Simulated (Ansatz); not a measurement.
`C[Si](C)(C)[O][Ti]([F])([F])[F]` + `OCC(F)(F)F` → `FC(F)(F)C[O][Ti]([F])([F])[F]` + trimethylsilanol  (ligand exchange at a Ti–O bond)

Isolated molecules relaxed with PBE0-D4/def2-TZVP in Ansatz; ΔE leaves out vibrations. CBS: MP2 limit from def2 TZ/QZ plus the TZ coupled-cluster correction, frozen cores. DFT in def2-TZVPP. For Ti outer-core shells are correlated without core-valence functions, which leaves a few kJ/mol of doubt a bond. Scalar relativity is left out up to krypton. Each species was taken in one conformer, which may not be the lowest.

```json
{"level": "PBE-D4", "ΔE (kcal/mol)": "7.3"}
{"level": "r2SCANh-D4", "ΔE (kcal/mol)": "7.6"}
{"level": "CAM-B3LYP", "ΔE (kcal/mol)": "7.7"}
{"level": "LC-ωPBE", "ΔE (kcal/mol)": "7.7"}
{"level": "HF/def2-SVP", "ΔE (kcal/mol)": "10.2"}
{"level": "CCSD/def2-SVP", "ΔE (kcal/mol)": "9.3"}
{"level": "CCSD(T)/def2-SVP", "ΔE (kcal/mol)": "9.1"}
{"level": "HF/def2-TZVPP", "ΔE (kcal/mol)": "9.1"}
```

(1) What does CCSD(T)/CBS give? (Best estimate.)

Largest T1 diagnostic among the species: 0.020.

Answers

(1) The calculation gave: +8.2 kcal/mol. The listed levels differ from it by -0.9, -0.6, -0.5, -0.5, 2.0, 1.1, 0.9, 0.9 kcal/mol.

From BLYP to BHLYP (50 % exact exchange), in def2-TZVPP and without D4, ΔE moves by +1.0 kcal/mol. Leaving LDA and LC-ωPBE aside and taking each functional with its dispersion term where it has one, the values, not all of them listed here, spread over 1.8 kcal/mol, from revPBE-D4 to BHLYP-D4. LDA lies −0.8 kcal/mol from PBE without D4. At CCSD(T), def2-SVP lies +0.8 kcal/mol from the extrapolated value and def2-TZVPP +0.2 kcal/mol.

CCSD(T)/CBS has its own doubt, a few kJ/mol and more with outer-core shells, so smaller differences from it don't rank the levels.
